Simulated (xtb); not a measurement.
C₆H₁₂O₂, charge +1, doublet, at a GFN2-xTB geometry (a state made from the parent by changing its charge; the spin is typed, not shown lowest); GFN1-xTB (xtb).

The xtb input:
```
$ xtb mol.xyz --gfn 1 --chrg 1 --uhf 1 --acc 30 --json

# file mol.xyz
20

C     -3.87859876     0.56907484    -0.23906773
C     -2.69519585    -0.32943690     0.01157181
C     -1.35165221     0.36119849    -0.07247986
C     -0.15743745    -0.53991423     0.16191148
O      0.98070711     0.29253839     0.42395932
C      2.14111931    -0.14015631    -0.02975134
C      3.30062485     0.70906270     0.41729083
O      2.26579798    -1.11327316    -0.72891355
H     -3.76309220     1.14165276    -1.15883222
H     -4.79595382    -0.01498766    -0.27916002
H     -4.01481834     1.30056336     0.56297046
H     -2.82366548    -0.83627884     0.97736436
H     -2.70688169    -1.15499881    -0.71818678
H     -1.31799885     1.16739233     0.67568311
H     -1.22772050     0.87440248    -1.03385711
H     -0.31201660    -1.19799783     1.02569627
H      0.09117320    -1.17675346    -0.70374835
H      2.93378746     1.67941786     0.74147963
H      4.01827272     0.80078337    -0.39478626
H      3.79371392     0.20371123     1.24815944
```

Q: What does xtb print? Leave out banner, timings and long lists.

A: 
```
   ID    Z sym.   atoms
    1    6 C      1-4, 6, 7
    2    8 O      5, 8
    3    1 H      9-20

           -------------------------------------------------
          |                Calculation Setup                |
           -------------------------------------------------

           -------------------------------------------------
          |                 G F N 1 - x T B                 |
           -------------------------------------------------

          ...................................................
          :                      SETUP                      :
          :.................................................:
          :  # basis functions                  56          :
          :  # atomic orbitals                  56          :
          :  # shells                           40          :
          :  # electrons                        47          :
          :  # halogen bonds                     0          :
          :  max. iterations                   250          :
          :  Hamiltonian                  GFN1-xTB          :
          :  restarted?                      false          :
          :  GBSA solvation                  false          :
          :  PC potential                    false          :
          :  electronic temp.          300.0000000     K    :
          :  accuracy                   30.0000000          :
          :  -> integral cutoff          0.2000000E+02      :
          :  -> integral neglect         0.3000000E-06      :
          :  -> SCF convergence          0.3000000E-04 Eh   :
          :  -> wf. convergence          0.6000000E-03 e    :
          :  Broyden damping             0.4000000          :
          :  net charge                          1          :
          :  unpaired electrons                  1          :
          ...................................................

 iter      E             dE          RMSdq      gap      omega  full diag
   1    -28.1382114 -0.281382E+02  0.763E+00    7.12       0.0  T
   2    -28.2607088 -0.122497E+00  0.469E+00    4.03       1.0  T
   3    -28.1922873  0.684215E-01  0.238E+00    6.15       1.0  T
   4    -28.2979047 -0.105617E+00  0.105E+00    5.71       1.0  T
   5    -28.2859179  0.119868E-01  0.828E-01    5.74       1.0  T
   6    -28.2752712  0.106466E-01  0.916E-01    4.87       1.0  T
   7    -28.3290580 -0.537867E-01  0.363E-01    5.57       1.0  T
   8    -28.3345097 -0.545173E-02  0.214E-01    5.70       1.0  T
   9    -28.3359388 -0.142910E-02  0.186E-01    5.64       1.0  T
  10    -28.3380771 -0.213832E-02  0.772E-02    5.68       1.0  T
  11    -28.3384666 -0.389444E-03  0.344E-02    5.67       1.0  T
  12    -28.3385595 -0.928923E-04  0.458E-03    5.67       4.9  T
  13    -28.3385587  0.724388E-06  0.468E-03    5.67       4.8  T
  14    -28.3385603 -0.159781E-05  0.187E-03    5.67      12.0  T

   *** convergence criteria satisfied after 14 iterations ***

         :::::::::::::::::::::::::::::::::::::::::::::::::::::
         ::                     SUMMARY                     ::
         :::::::::::::::::::::::::::::::::::::::::::::::::::::
         :: total energy             -28.031836929497 Eh    ::
         :: gradient norm              0.015898459888 Eh/a0 ::
         :: HOMO-LUMO gap              5.672935528234 eV    ::
         ::.................................................::
         :: SCC energy               -28.338560325477 Eh    ::
         :: -> electrostatic           0.163472270761 Eh    ::
         :: repulsion energy           0.313576099756 Eh    ::
         :: dispersion energy         -0.006852703776 Eh    ::
         :: halogen bond corr.         0.000000000000 Eh    ::
         :: add. restraining           0.000000000000 Eh    ::
         :: total charge               1.000000000000 e     ::
         :::::::::::::::::::::::::::::::::::::::::::::::::::::

           -------------------------------------------------
          |                Property Printout                |
           -------------------------------------------------

    * Orbital Energies and Occupations

         #    Occupation            Energy/Eh            Energy/eV
      -------------------------------------------------------------
         1        2.0000           -1.0257444             -27.9119
       ...           ...                  ...                  ...
        12        2.0000           -0.7582382             -20.6327
        13        2.0000           -0.7428386             -20.2137
        14        2.0000           -0.7284453             -19.8220
        15        2.0000           -0.7147092             -19.4482
        16        2.0000           -0.7042281             -19.1630
        17        2.0000           -0.6980909             -18.9960
        18        2.0000           -0.6932236             -18.8636
        19        2.0000           -0.6922513             -18.8371
        20        2.0000           -0.6707631             -18.2524
        21        2.0000           -0.6681443             -18.1811
        22        2.0000           -0.6635434             -18.0559
        23        1.9707           -0.6549721             -17.8227
        24        1.0293           -0.6483224             -17.6417 (HOMO)
        25                         -0.4398458             -11.9688 (LUMO)
        26                         -0.3128328              -8.5126
        27                         -0.2943019              -8.0084
        28                         -0.2901137              -7.8944
        29                         -0.2819789              -7.6730
        30                         -0.2764667              -7.5230
        31                         -0.2722734              -7.4089
        32                         -0.2374035              -6.4601
        33                         -0.2305698              -6.2741
        34                         -0.2281298              -6.2077
        35                         -0.2249850              -6.1222
       ...                                ...                  ...
        56                          0.5363447              14.5947
      -------------------------------------------------------------
                  HL-Gap            0.2084765 Eh            5.6729 eV
             Fermi-level           -0.5978656 Eh          -16.2688 eV

  Mulliken/CM5 charges         n(s)   n(p)   n(d)
     1C    -0.07128 -0.22302   1.023  3.048  0.000
     2C    -0.02610 -0.13757   1.048  2.978  0.000
     3C    -0.04617 -0.15242   1.054  2.992  0.000
     4C     0.20059  0.12058   1.017  2.783  0.000
     5O    -0.37539 -0.46335   1.683  4.693  0.000
     6C     0.61608  0.66730   0.974  2.410  0.000
     7C    -0.07661 -0.21652   1.035  3.042  0.000
     8O    -0.39990 -0.45420   1.726  4.674  0.000
     9H     0.07754  0.12953   0.922  0.000  0.000
    10H     0.08951  0.14116   0.910  0.000  0.000
    11H     0.09853  0.14972   0.901  0.000  0.000
    12H     0.09124  0.14573   0.909  0.000  0.000
    13H     0.10935  0.16375   0.891  0.000  0.000
    14H     0.11622  0.17480   0.884  0.000  0.000
    15H     0.09731  0.15428   0.903  0.000  0.000
    16H     0.08149  0.14492   0.919  0.000  0.000
    17H     0.10057  0.17166   0.899  0.000  0.000
    18H     0.09684  0.15387   0.903  0.000  0.000
    19H     0.10831  0.16347   0.892  0.000  0.000
    20H     0.11186  0.16631   0.888  0.000  0.000

Wiberg/Mayer (AO) data.
largest (>0.10) Wiberg bond orders for each atom

 ---------------------------------------------------------------------------
     #   Z sym  total        # sym  WBO       # sym  WBO       # sym  WBO
 ---------------------------------------------------------------------------
     1   6 C    3.937 --     2 C    1.046     9 H    0.958    10 H    0.954
                            11 H    0.908
     2   6 C    3.958 --     1 C    1.046     3 C    1.021    12 H    0.915
                            13 H    0.875
     3   6 C    3.980 --     2 C    1.021     4 C    1.021    15 H    0.920
                            14 H    0.887
     4   6 C    3.865 --     3 C    1.021    16 H    0.946    17 H    0.913
                             5 O    0.880
     5   8 O    2.240 --     6 C    1.141     4 C    0.880     8 O    0.123
     6   6 C    3.803 --     8 O    1.684     5 O    1.141     7 C    0.897
     7   6 C    3.886 --    18 H    0.964    19 H    0.962    20 H    0.943
                             6 C    0.897
     8   8 O    2.077 --     6 C    1.684     5 O    0.123
     9   1 H    0.982 --     1 C    0.958
    10   1 H    0.982 --     1 C    0.954
    11   1 H    0.956 --     1 C    0.908
    12   1 H    0.967 --     2 C    0.915
    13   1 H    0.968 --     2 C    0.875
    14   1 H    0.986 --     3 C    0.887
    15   1 H    0.991 --     3 C    0.920
    16   1 H    1.001 --     4 C    0.946
    17   1 H    0.998 --     4 C    0.913
    18   1 H    0.987 --     7 C    0.964
    19   1 H    0.987 --     7 C    0.962
    20   1 H    0.987 --     7 C    0.943
 ---------------------------------------------------------------------------

Topologies differ in total number of bonds
Writing topology from bond orders to xtbtopo.mol

 dipole moment from electron density (au)
     X       Y       Z
  -1.1993   0.6486   0.5642  total (Debye):    3.750

           -------------------------------------------------
          | TOTAL ENERGY              -28.031836929497 Eh   |
          | GRADIENT NORM               0.015898459888 Eh/α |
          | HOMO-LUMO GAP               5.672935528234 eV   |
           -------------------------------------------------

normal termination of xtb
```
